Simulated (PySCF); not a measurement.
Vertical excitations of a molecule C4H7BO from TDA-LC-ωPBE/def2-SVPD (PySCF 2.14.0), as energy in eV (oscillator strength): 5.45 (0.000), 6.24 (0.052), 6.87 (0.001), 6.98 (0.000), 8.33 (0.073), 8.43 (0.071), 8.63 (0.439), 8.86 (0.026), 9.12 (0.001), 9.13 (0.000). Lowest triplet (TDA): 4.55 eV. Geometry: PBE0-D3(BJ)/def2-SVP. Other conformers were not sampled.

Problem. Pick the molecule that these values belong to.
(A) CB1C=CCO1
(B) O=CB1CCC1
(C) C#CB(C)OC
(D) OCB1C=CC1

Solution. C, C#CB(C)OC
